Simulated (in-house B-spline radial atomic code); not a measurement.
A run on an ion of nuclear charge 60 with 60.8 electrons that did not converge. Method: scalar-relativistic (X2C) BLYP, spin-polarised, spherical fractional occupations, Fermi nucleus of rms radius 4.9123 fm; computed with a B-spline radial code for spherical atoms.

Command:
```bash
python run_scf.py task.json out
```
Settings (nuclear radius in fm, mass in u):
```
Z                60
configuration    [Xe] 4f4.8 6s2
hamiltonian      x2c
method           b88,lyp
spin_polarised   True
nucleus          fermi
rms_radius       4.9123
atomic_mass      141.90773
speed_of_light   137.035999084
```

First and last ten iterations of the last attempt (damped for 15 steps, keeping 80 % of the old Fock matrix, then DIIS):
```
 iter        energy (Eh)    residual
    1       -9610.470279    5.12e-01
    2       -9606.385359    7.21e-01
    3       -9615.450740    4.52e-01
    4       -9620.041135    2.60e-01
    5       -9622.199126    1.48e-01
    6       -9623.133273    9.08e-02
    7       -9623.503451    4.96e-02
    8       -9623.640263    2.92e-02
    9       -9616.674134    2.20e-01
   10       -9622.630403    1.24e-01
  111       -9616.741873    2.15e-01
  112       -9616.748043    2.15e-01
  113       -9616.768454    2.14e-01
  114       -9616.777159    2.14e-01
  115       -9623.549280    4.40e-02
  116       -9623.521345    4.79e-02
  117       -9614.425989    2.37e-01
  118       -9614.105778    2.38e-01
  119       -9614.130538    2.37e-01
  120       -9615.099568    2.35e-01
 not converged after 120 iterations
```

The smallest residual met was 2.8e-02; the threshold is about 6e-07. No energy from this run should be used. The likely cause: this method binds the added charge weakly or not at all at the basis-set limit, so charge moves back and forth between the atom and the box. Time taken, with all properties: 1.3 s on 1 thread of AMD EPYC 9R45 (shared host).
